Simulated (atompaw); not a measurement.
**An all-electron radial function and its pseudo partner (Zr)**

Columns: radius, all-electron u(r) and pseudo u(r) of the 5s shell (level -4.44 eV) of zirconium in the configuration [Kr] 4d2 5s2 5p0; PBE, scalar-relativistic, PAW (atompaw) scheme, atompaw 4.2.0.5.

```
r (bohr)  all-electron  pseudo
   0.115       -0.1068  0.0156
   0.231        0.0762  0.0317
   0.346        0.1663  0.0483
   0.462        0.0871  0.0659
   0.577       -0.0508  0.0846
   0.692       -0.1720  0.1045
   0.808       -0.2474  0.1261
   0.923       -0.2724  0.1491
   1.038       -0.2555  0.1736
   1.154       -0.2071  0.1999
   1.269       -0.1389  0.2274
   1.385       -0.0592  0.2563
   1.500        0.0238  0.2859
   1.615        0.1056  0.3161
   1.731        0.1839  0.3468
   1.846        0.2550  0.3771
   1.962        0.3193  0.4071
   2.077        0.3752  0.4359
   2.192        0.4233  0.4631
   2.308        0.4643  0.4887
   2.423        0.4979  0.5117
   2.538        0.5251  0.5320
   2.654        0.5466  0.5494
   2.769        0.5625  0.5633
   2.885        0.5736  0.5737
   3.000        0.5804  0.5804
```

Q: How many radial nodes do the two functions have?

A: The all-electron 5s function has n − l − 1 = 4 (the table is too coarse to show those close to the nucleus); the pseudo-wave has 0, since the states of the same l below it are removed with the core.

Q: Is the pseudo-wave norm-conserving?

A: No, it belongs to a PAW set: the norm inside the radius is not constrained, and the difference is carried by the augmentation charge.
